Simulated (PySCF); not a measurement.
SMILES C[CH]([Zn][CH2]C)C (C5H12Zn) (GFN2-xTB optimised geometry):

```
18

Zn    -0.456    -1.111     0.000
C      1.624    -1.111     0.000
C      2.055     0.355     0.039
H      2.046    -1.580    -0.889
H      2.051    -1.628     0.859
H      1.691     0.852     0.939
H      1.684     0.901    -0.828
H      3.145     0.436     0.037
C     -2.201     0.020     0.000
C     -2.152     0.909    -1.242
C     -2.179     0.884     1.260
H     -3.145    -0.530    -0.016
H     -2.976     1.628    -1.230
H     -1.223     1.479    -1.284
H     -2.237     0.320    -2.154
H     -2.284     0.275     2.158
H     -3.002     1.604     1.245
H     -1.250     1.451     1.335
```

Level of theory: PySCF 2.14.0 with PBE0/def2-SVP.

Question: What are the frontier orbital energies and the dipole moment?

Answer: HOMO-2 -9.06 eV, HOMO-1 -7.71 eV, HOMO -6.00 eV, LUMO -0.48 eV, LUMO+1 1.18 eV; dipole moment 0.96 D.

On the same geometry PBE/def2-SVP run with PySCF gives HOMO-2 -7.64 eV, HOMO-1 -6.56 eV, HOMO -4.92 eV, LUMO -1.21 eV, LUMO+1 0.33 eV; dipole moment 0.73 D.

Meta-Löwdin charges at PBE0/def2-SVP: Zn1 0.94, C2 -0.63, C3 -0.29, H4 0.09, H5 0.09, H6 0.09, H7 0.09, H8 0.09, C9 -0.48, C10 -0.30, C11 -0.30, H12 0.08, H13 0.09, H14 0.09, H15 0.09, H16 0.09, H17 0.09, H18 0.09.
